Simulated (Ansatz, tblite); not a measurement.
Forces on Rb2Cl2 at its B3LYP-D4/def2-TZVP geometry. Charge 0, multiplicity 1.

In the def2 sets Rb takes a core potential; there is no spin–orbit coupling. The xTB rows come from tblite. The structure comes from a short search, and lower isomers may exist.

GFN1-xTB (tblite), largest force 0.45 eV/Å:

```xyz
4
positions Å, forces eV/Å
Rb    0.099   -0.008   -2.150   -0.021    0.002    0.451
Rb   -0.099    0.009    2.150    0.021   -0.002   -0.451
Cl   -1.998    0.870   -0.095    0.274   -0.119    0.013
Cl    1.998   -0.871    0.095   -0.274    0.120   -0.013
```

GFN2-xTB (tblite), largest force 0.29 eV/Å:

```
Rb -0.007 0.000 0.147
Rb 0.007 -0.001 -0.147
Cl 0.269 -0.117 0.013
Cl -0.268 0.117 -0.013
```

PBE0-D4/def2-TZVP (Ansatz), largest force 0.09 eV/Å:

```
Rb -0.005 0.000 0.087
Rb 0.005 -0.001 -0.087
Cl 0.069 -0.030 0.002
Cl -0.069 0.030 -0.003
```
